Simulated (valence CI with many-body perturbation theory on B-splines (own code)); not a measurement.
Values are calculated unless marked as measured or tabulated.
## A CI+MBPT run for Xe XIV

The program does CI of the valence electrons with many-body perturbation theory for a frozen closed Dirac-Fock core.

Command, and the settings that its task file holds:

```sh
python run_cv.py task.json out
```

```
atom Xe  Z=54  mass_number=132  rms_radius_fm=4.7859
core [Kr]
valence 4s5
avg = 1
basis = S
breit = 1
cap = 10000
capref = 1200
cscale = 1
de = 0.0
dress = 0
eps = 2e-08
extrap = 1
h = 0.27
hh = 1
l2 = 3
lcore = 6
maxit = 60
n2 = 5
natural = 1
nlev = 21
nno = [3, 3, 3, 3, 1]
nroot = 26
nsp = [3, 3, 2, 2, 0]
pt2 = 1
qed = 1
rpa = 1
s1 = 1
s2 = 1
s3 = 1
screen = 1
tol = 2e-05
whole = 1
```

Task: What became of the run, and why?

Result: It gave no result: a shell was given more electrons than it holds. The program said: "a valence shell holds more than 4l+2 electrons".
